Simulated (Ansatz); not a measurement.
System: HgI (charge 0, doublet). SMILES of the parent species: [Hg][I]
Structure (B3LYP-D3(BJ)/def2-TZVP (Ansatz, an electronic-structure program) minimum search):
```
Hg
I 1 2.8364
```
Charge 0, spin multiplicity 2.

Quantity: atomisation energy, in kcal/mol. Terms: atomisation electronic, to ground-state atoms; LANL2DZ with its own core potentials from Na on; def2 sets with scalar-relativistic core potentials past Kr; valence correlation only (noble-gas shells and the d and f shells of earlier blocks); no spin-orbit coupling; open shells spin-unrestricted. First-principles rows: single points at B3LYP-D3(BJ) geometries (Ansatz). The spin state of an ion or metal species was assumed, not searched.

| level | program | atomisation energy (kcal/mol) |
|---|---|---|
| HF/LANL2DZ | Ansatz | 9.5 |
| PBE/def2-SVP | Ansatz | 13.4 |
| BLYP/LANL2DZ | Ansatz | 12.3 |
| B3LYP/LANL2DZ | Ansatz | 12.9 |
| B3LYP/def2-SVP | Ansatz | 9.1 |
| MP2/LANL2DZ | Ansatz | 7.6 |
| wB97X-V/def2-TZVPD | Ansatz | 14.2 |

No value to compare with is used here. The 6 habitual levels span 7.6 (MP2/LANL2DZ) to 13.4 kcal/mol (PBE/def2-SVP); wB97X-V/def2-TZVPD gives 14.2.

The levels are drawn from those run, B3LYP/6-31G* more often than the rest, none by its result; runs whose electronic state is in doubt are left out.
